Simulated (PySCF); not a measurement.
Gas-phase reaction: W₂O₆ + 2 Cl₂ → 2 WO₂Cl₂ + 2 O

Computed with PySCF and rigid-rotor harmonic-oscillator thermochemistry at 1 bar. † marks an energy on the PBE0/def2-TZVP geometry and frequencies. Open shells (unrestricted): O (multiplicity 3); the rest are closed-shell singlets. Spin-orbit splitting is ignored; it lowers the true energy and changes the entropy of O. W: scalar-relativistic def2 core potential, no spin-orbit coupling. W₂O₆: computed as isolated molecules; such fragments, hydroxides, amides, oligomers or adducts are transient or little studied in the gas.

M06-2X/def2-TZVP† gives ΔH°(298 K) = 375 kJ.

Task: What do BLYP/def2-TZVP†, HF/def2-TZVP†, PBE0/def2-QZVP† give?

Result: BLYP/def2-TZVP†: 412 kJ; HF/def2-TZVP†: -94 kJ; PBE0/def2-QZVP†: 363 kJ. For scale, ΔH°(298 K) is 375 kJ at this level, 379 kJ at ωB97M-V/def2-TZVP†, and runs from -94 to 993 kJ over the 17 levels computed.
